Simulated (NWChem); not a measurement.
System: CHAlClF3; SMILES [C](F)(F)([AlH][Cl])F

Output (shortened):

```
             Northwest Computational Chemistry Package (NWChem) 7.3.0
             --------------------------------------------------------

                             Geometry "geometry" -> ""
                             -------------------------

 Output coordinates in angstroms (scale by  1.889725989 to convert to a.u.)

  No.       Tag          Charge          X              Y              Z
 ---- ---------------- ---------- -------------- -------------- --------------
    1 Al                  13.0000    -0.88845900    -0.62528800     0.03807600
    2 C                    6.0000     0.07445000     1.14806200    -0.03096800
    3 F                    9.0000    -0.76630600     2.16086800    -0.31706100
    4 F                    9.0000     1.05587700     1.19102700    -0.94706100
    5 F                    9.0000     0.63818700     1.44067400     1.15896500
    6 Cl                  17.0000     0.31069100    -2.34019800     0.04394000
    7 H                    1.0000    -2.45567000    -0.72557400     0.11123300

 Effective nuclear repulsion energy (a.u.)     352.4111952482

                              NWChem Property Module
                              ----------------------

  itol2e modified to match energy
  convergence criterion.

                                 NWChem DFT Module
                                 -----------------

 Summary of "ao basis" -> "ao basis" (spherical)
 ------------------------------------------------------------------------------
       Tag                 Description            Shells   Functions and Types
 ---------------- ------------------------------  ------  ---------------------
 Al                          6-31g*                  8       18   4s3p1d
 C                           6-31g*                  6       14   3s2p1d
 F                           6-31g*                  6       14   3s2p1d
 Cl                          6-31g*                  8       18   4s3p1d
 H                           6-31g*                  2        2   2s

  itol2e modified to match energy
  convergence criterion.

[...]

          -----------------------------------------
          Chemical Shielding Tensors (GIAO, in ppm)
          -----------------------------------------

                                NWChem CPHF Module
                                ------------------

  scftype          =     RHF
  nclosed          =       32
  nopen            =        0
  variables        =     1984
  # of vectors     =        3
  tolerance        = 0.10D-03
  level shift      = 0.00D+00
  max iterations   =       50
  max subspace     =       30

 SCF residual:    5.6977360460885109E-006

Iterative solution of linear equations
  No. of variables     1984
  No. of equations        3
  Maximum subspace       30
        Iterations       50
       Convergence  1.0D-04

   iter   nsub   residual    time
   ----  ------  --------  ---------
     1      3    3.76D-01      32.2
     2      6    1.64D-02      35.9
     3      9    6.62D-04      39.5
     4     12    4.52D-05      43.1

      Atom:    1  Al
        Diamagnetic
    793.3011     -0.8174      0.2471
     -0.8174    800.4975      0.0079
      0.2471      0.0079    796.9030

        Paramagnetic
   -344.5895     -0.6699     -2.5257
     -0.6699   -420.3499      2.6646
     -2.5257      2.6646   -365.4422

        Total Shielding Tensor
    448.7117     -1.4873     -2.2787
     -1.4873    380.1476      2.6725
     -2.2787      2.6725    431.4607

           isotropic =     420.1067
          anisotropy =      43.4238

          Principal Components and Axis System
                 1           2           3
              449.0558    431.2826    379.9815

      1         0.9908      0.1335      0.0199
      2        -0.0265      0.0479      0.9985
      3        -0.1323      0.9899     -0.0510

      Atom:    2  C
        Diamagnetic
    239.2061      0.5471     -0.1702
      0.5471    242.2653     -0.2943
     -0.1702     -0.2943    239.3116

        Paramagnetic
   -175.4501     -1.7210     -0.0206
     -1.7210   -176.2456     -0.0592
     -0.0206     -0.0592   -178.2970

        Total Shielding Tensor
     63.7559     -1.1739     -0.1908
     -1.1739     66.0197     -0.3535
     -0.1908     -0.3535     61.0147

           isotropic =      63.5968
          anisotropy =       4.3999

          Principal Components and Axis System
                 1           2           3
               66.5300     63.2998     60.9605

      1        -0.3866      0.9160      0.1070
      2         0.9211      0.3778      0.0940
      3        -0.0457     -0.1349      0.9898

      Atom:    3  F
        Diamagnetic
    476.3593    -10.7974      3.7273
    -10.7974    478.5583     -3.8633
      3.7273     -3.8633    464.9738

        Paramagnetic
   -265.7600    -78.9643     -3.2016
    -78.9643   -171.9415    -16.3206
     -3.2016    -16.3206   -191.4763

        Total Shielding Tensor
    210.5993    -89.7617      0.5257
    -89.7617    306.6169    -20.1839
      0.5257    -20.1839    273.4975

           isotropic =     263.5712
          anisotropy =     150.4069

          Principal Components and Axis System
                 1           2           3
              363.8425    270.9058    155.9653

      1        -0.4965     -0.1717      0.8509
      2         0.8465      0.1211      0.5184
      3        -0.1920      0.9777      0.0852

      Atom:    4  F
        Diamagnetic
    476.8799      0.5837    -12.6208
      0.5837    467.1311      0.5269
    -12.6208      0.5269    475.8498

        Paramagnetic
   -159.3496      4.4257    -30.7981
      4.4257   -282.2057    -48.5286
    -30.7981    -48.5286   -189.8410

[...]
```

Level: B3LYP/6-31G* (spherical d), GIAO. The geometry was optimised at PBE0/def2-SVP. B3LYP is NWChem's, with the RPA form of VWN correlation. NWChem prints the field gradient with the sign opposite to the second derivative of the potential. The printed shielding anisotropy is the first printed principal value minus the mean of the other two.

Write an input that gives this output.

One answer among several that fit: the input that was run:
```
start job
memory heap 200 mb stack 900 mb global 1100 mb
geometry units angstroms noautosym nocenter noautoz
  Al    -0.888459    -0.625288     0.038076
  C      0.074450     1.148062    -0.030968
  F     -0.766306     2.160868    -0.317061
  F      1.055877     1.191027    -0.947061
  F      0.638187     1.440674     1.158965
  Cl     0.310691    -2.340198     0.043940
  H     -2.455670    -0.725574     0.111233
end
basis spherical
  * library 6-31g*
end
dft
  xc b3lyp
  iterations 150
end
property
  shielding
  efieldgrad
end
task dft property
```
